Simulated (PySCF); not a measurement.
State search for BeSi⁺

Unrestricted PBE0; Be pcseg-1, Si pcseg-1; no relativity (PySCF 2.14). Outer shells of the fragments: Be 2s2; Si+ 3s2 3p1.

Followed along the bond (rough minima from three points):

| 2Ms+1 | unpaired | ⟨S²⟩ at the start | R at minimum (Å) | Te (eV) |
| --- | --- | --- | --- | --- |
| 2 | π ↑ | 0.75 | 2.31 | 0.00 |
| 4 | σ ↑↑, π ↑ | 3.75 | 2.42 | 1.54 |
| 4 | σ ↑, π ↑↑ | 3.76 | none in the scan | ≤ 0.84 |
| 2 | σ ↑ | 0.75 | none in the scan | ≤ 0.89 |
| 2 | σ ↑, π ↑↓ | 1.76 | none in the scan | ≤ 1.52 |

Solutions found at the starting distance of 2.175 Å, counted from the lowest of them; the search is not exhaustive and high or unbound solutions are not listed, so other states can lie among these:

| 2Ms+1 | unpaired | term | E (eV) | ⟨S²⟩ | ⟨Lz²⟩ | μ (D) |
| --- | --- | --- | --- | --- | --- | --- |
| 2 | π ↑ | ²Π | 0.00 | 0.75 | 1.00 | -4.79 |
| 4 | σ ↑, π ↑↑ | ⁴Σ⁻ | 0.91 | 3.76 | 0.00 | -4.88 |
| 2 | σ ↑ | ²Σ⁺ | 1.11 | 0.75 | 0.00 | -0.22 |
| 2 | σ ↑, π ↑↓ | mixed | 1.58 | 1.76 | 2.01 | -4.92 |
| 4 | σ ↑↑, π ↑ | ⁴Π | 1.63 | 3.75 | 1.00 | -0.14 |
| 2 | σ ↓, π ↑↑ | mixed | 1.74 | 1.77 | 0.00 | -5.23 |
| 2 | σ ↑ | mixed | 2.29 | 0.78 | 2.00 | -4.59 |
| 4 | σ ↑, π ↑↑ | mixed | 3.81 | 3.76 | 2.00 | -2.17 |
| 2 | π ↑ | ²Π | 4.69 | 0.97 | 1.00 | -4.13 |

A term symbol is given only where ⟨S²⟩ and ⟨Lz²⟩ are close to those of a pure state; real π, δ and φ orbitals otherwise mix terms. A positive dipole points towards Si; it is taken about the centre of mass and depends on that origin.
